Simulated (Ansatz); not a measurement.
`C[S][Al]([Cl])[Cl]` + `C[SeH]` → `C[Se][Al]([Cl])[Cl]` + CH₃SH  (ligand exchange at the Al–S bond)

Computed with Ansatz on PBE0-D4/def2-TZVP structures; ΔE is electronic, products minus reactants. CCSD(T)/CBS is the MP2 limit (def2-TZVPP, def2-QZVPP) plus CCSD(T) − MP2 in def2-TZVPP, frozen cores. This one scheme is used for every species. Functionals use def2-TZVPP. B3LYP here is the variant with VWN-RPA as its local correlation; programs differ in this. For Se outer-core shells are correlated without core-valence functions, which leaves a few kJ/mol of doubt a bond. Scalar relativity is left out up to krypton. Each species was taken in one conformer, which may not be the lowest.

Q: Is it downhill or uphill in electronic energy at CCSD(T)/CBS, and by how much? (Estimate.)

A: The calculation gave: Downhill: ΔE = -10.6 kJ/mol.

Q: What do these levels give: LDA (SPW92), PBE-D4, CAM-B3LYP-D4, B3LYP, LC-ωPBE, HF/CBS(def2)? (Best estimate.)

A: Ansatz gave: LDA (SPW92) -7.2, PBE-D4 -8.5, CAM-B3LYP-D4 -7.5, B3LYP -7.9, LC-ωPBE -7.7, HF/CBS(def2) -10.2 kJ/mol.

Largest T1 diagnostic among the species: 0.009.

Leaving LDA and LC-ωPBE aside and taking each functional with its dispersion term where it has one, the values, not all of them listed here, spread over 6.9 kJ/mol, from BHLYP-D4 to B97M-V.
